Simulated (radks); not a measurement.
The numbers below are computed, except where a source is named.
Problem. The oxygen anion O2-, [Ne], held by a Watson sphere: a shell of charge +2 at radius R that stands for the Madelung well of a crystal (potential energy -2/R inside, -2/r outside, in hartree with lengths in bohr). Level of theory: scalar-relativistic Kohn-Sham, PBE, spin-unpolarised, spherical densities, finite nucleus; Fermi nuclear charge, rms radius of each element as measured or else 0.836 A^(1/3) + 0.57 fm (a radial shooting solver on a logarithmic mesh with Libxc functionals). Response by self-consistent Sternheimer equations with the Hartree and adiabatic LDA kernel, the relativistic mass of each level held fixed and spin-orbit coupling left out. The sphere does not respond.

R (bohr)  e(1s) (eV)  e(2s) (eV)  e(2p) (eV)  <r> 2p (bohr)  sum of <r^2> (bohr^2)  X-ray form factor at sin(theta)/lambda = 0.1 1/angstrom  alpha (bohr^3)
1.83         -508.53     -22.870      -8.348          1.450                  20.49                                                    8.682           12.54
2.19         -508.47     -21.263      -7.054          1.536                  23.03                                                    8.555           18.00
2.57         -508.16     -19.941      -5.903          1.618                  25.72                                                    8.435           26.12
2.82         -507.90     -19.245      -5.260          1.669                  27.52                                                    8.362           33.16
3.42         -507.29     -17.994      -4.035          1.783                  32.05                                                    8.207           57.69
3.45         -507.26     -17.944      -3.983          1.788                  32.29                                                    8.200           59.27
3.58         -507.14     -17.739      -3.771          1.812                  33.33                                                    8.169           66.60
3.69         -507.04     -17.578      -3.603          1.832                  34.23                                                    8.145           73.46

Estimate the row for R = 1.74 bohr.

Solution. e(1s) (eV) -508.49; e(2s) (eV) -23.331; e(2p) (eV) -8.701; <r> 2p (bohr) 1.427; sum of <r^2> (bohr^2) 19.85; X-ray form factor at sin(theta)/lambda = 0.1 1/angstrom 8.716; alpha (bohr^3) 11.44.
